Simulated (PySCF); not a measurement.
C3H7BF2O, SMILES C[C@@H](O)B(CF)F. Atoms are numbered in the order given.

```xyz
14

C     -1.5566     0.1501    -1.0166
C     -0.8594     0.4244     0.3251
O     -1.6641     0.0656     1.4339
B      0.4944    -0.3719     0.3727
F      0.6805    -1.3605     1.2420
C      1.6824    -0.0812    -0.6218
F      1.4366     1.0184    -1.4400
H     -2.4904     0.7341    -1.0922
H     -1.8218    -0.9155    -1.1097
H     -0.9117     0.4383    -1.8605
H     -0.5923     1.5072     0.3421
H     -2.4915     0.5601     1.3667
H      2.6202     0.0957    -0.0591
H      1.8760    -0.9666    -1.2601
```
Charge 0, spin multiplicity 1.

Geometry optimised at r2SCAN-D4/def2-SVP. The structure was generated by enumeration; whether it is a known compound was not checked. The values are those of a single conformer.

These are ωB97X/def2-TZVP (PySCF) values and carry that method's errors.

Gas-phase values at a fixed geometry.

Task: Estimate the frontier levels, gap, dipole moment and polarisability. (The exact figures need the calculation; the answer reports its results.)

Result: 
highest occupied level: -10.52 eV
lowest empty level: 1.84 eV
orbital gap: 12.36 eV
dipole moment: 1.25 D
quadrupole, principal values (traceless, Buckingham form, about the centre of nuclear charge): -14.58, 2.66, 11.92 D·Å
mean static polarisability: 53.5 bohr³ (7.93 Å³)
polarisability, principal values: 47.2, 53.5, 59.7 bohr³
